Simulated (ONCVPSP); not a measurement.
**Cutoff test, tantalum (Ta), ONCV**

ONCVPSP 4.0.1 input, shortened (lines: element, Z, core and valence counts, functional; n l f; lmax; l rc ep ncon nbas qcut; lloc lpopt rc5 dvloc0; l nproj debl; icmod fcfact rcfact), LDA (Perdew-Wang 92), fully relativistic:

```
  Ta 73.00    9    5  -001012      upf
    1    0    2.00
    2    0    2.00
    2    1    6.00
    3    0    2.00
    3    1    6.00
    3    2   10.00
    4    0    2.00
    4    1    6.00
    4    2   10.00
    4    3   14.00
    5    0    2.00
    5    1    6.00
    5    2    4.00
    6    0    1.00
    3
    0    2.05    0.00    4    7    6.40
    1    1.85    0.00    5    9    9.10
    2    3.05    0.00    5   10    5.50
    3    0.90    0.00    4    8   22.50
    4    3    0.70    0.00
    0    2    1.50
    1    2    0.40
    2    1    1.20
    3    3    0.60
    1    0.60    0.00
```

Open shells are filled in proportion to 2j + 1.

In the p channel the program set the typed energies aside and used -1.306, 0.250 Ha (j = l + 1/2; the other j can differ). In the f channel the program set the typed energies aside and used -0.819, 0.250, 0.850 Ha (j = l + 1/2; the other j can differ).

Question: For each optimised wave give the share of its norm inside rc, the residual kinetic energy above qcut (Ha) and the cutoffs (Ha) for errors of 10, 1, 0.1 and 0.01 mHa per electron.

Answer:

```csv
wave,norm inside rc,residual KE,10 mHa,1 mHa,0.1 mHa,0.01 mHa
5s,0.983,4.6e-07,5.1,12.3,15.5,17.8
6s,0.107,2.5e-06,4.1,12.3,16.1,18.9
5p j=3/2,0.866,1.6e-07,19.0,26.1,31.4,35.5
p projector 2 j=3/2,0.089,7.2e-08,13.3,23.4,29.6,34.2
5p j=1/2,0.916,1.7e-07,17.3,25.6,31.2,35.4
p projector 2 j=1/2,0.090,9.1e-08,8.3,22.6,29.4,34.3
5d j=5/2,0.757,2.2e-07,7.5,9.8,11.6,13.0
5d j=3/2,0.794,3.0e-07,7.8,10.1,11.8,13.2
4f j=7/2,0.821,1.0e-07,166.9,191.4,210.0,226.3
f projector 2 j=7/2,0.001,1.4e-10,55.9,107.5,144.3,173.7
f projector 3 j=7/2,0.009,2.6e-09,113.2,149.3,178.2,201.8
4f j=5/2,0.830,8.9e-08,167.6,191.9,210.7,226.8
f projector 2 j=5/2,0.001,1.4e-10,54.2,106.6,143.7,173.3
f projector 3 j=5/2,0.008,2.8e-09,113.1,149.4,178.4,202.1
```

The occupied waves need 192 Ha and 211 Ha for 1 and 0.1 mHa. Rows with under 1 % of the norm inside rc give no meaningful cutoff. Note: ghosts flagged at negative energy: s at -247.7 eV; GHOST(+) flagged for p3/2 at 39.0 eV, p1/2 at 92.8 eV, d5/2 at 100.8 eV, d3/2 at 119.5 eV. A true bound ghost makes a file unfit for plane-wave use. 1 of 4 tests not solved or not reliable.
